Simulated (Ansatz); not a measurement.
Job for Ansatz (a program for electronic structure): R-wB97X-V/def2-TZVPP on BeS, 2S+1 = 1, a spin state set in the input, which need not be the lowest, a point of a bond scan (R = 1.750 Å).

Ansatz 0.2 input:
```yaml
crystal:
  periodic: [false, false, false]
  atoms:
    - {symbol: Be, position_ang: [0.00000000, 0.00000000, 0.00000000]}
    - {symbol: S, position_ang: [0.00000000, 0.00000000, 1.74997200]}
basis:
  gaussian:
    orbitals: def2-TZVPP
    pivot_positions_ang: [[0.00000000, 0.00000000, 0.00000000], [0.00000000, 0.00000000, 1.74997200]]
hamiltonian:
  xc: {name: wB97X-V}
output: {forces: true, orbitals: {seedname: ./end}}
```

It printed:

```
WARN ansatz: RAYON_NUM_THREADS=2 ignored (pool sized by the plan → 2); use --threads N
Functional definition: wB97X-V
integrals: 0.02 GiB planned
432 factors; their error is unknown
integrals: 0.05 GiB planned
124 factors; integrals over basis functions are off by at most 2.6e-5 eV
mean field: 0.18 GiB planned
mean field evaluation 1: about -11231.2465 eV, gradient 2.4e1 eV
mean field evaluation 2: about -11231.1198 eV, gradient 3.0e1 eV
mean field evaluation 4: about -11233.6828 eV, gradient 9.0e-1 eV
mean field evaluation 8: about -11233.7040 eV, gradient 1.3e-2 eV
mean field evaluation 16: about -11233.7072 eV, gradient 6.2e-5 eV
mean field -11233.70721245 eV, -412.8311255775 hartree, gradient 6.2e-5 eV, S^2 0.000000; 0 other end points of the search recorded, 0 dependent functions left out
the calculation of the forces begins
reference -11233.70721101 eV, -412.8311255245 hartree; 10, 10 occupied and 51, 51 virtual orbitals, 432 factors
Total energy: -11233.70721101 eV, -412.8311255245 hartree
Atom 0 at     0.000000     0.000000     0.000000 Å, force     0.000000     0.000000     0.370574 eV/Å
Atom 1 at     0.000000     0.000000     1.749972 Å, force     0.000000    -0.000000    -0.370574 eV/Å
Dipole moment:    -0.000000     0.000000    -1.192434 e Å
```

The calculation finished and met its thresholds.

Cost: very roughly 1.8 core-seconds.
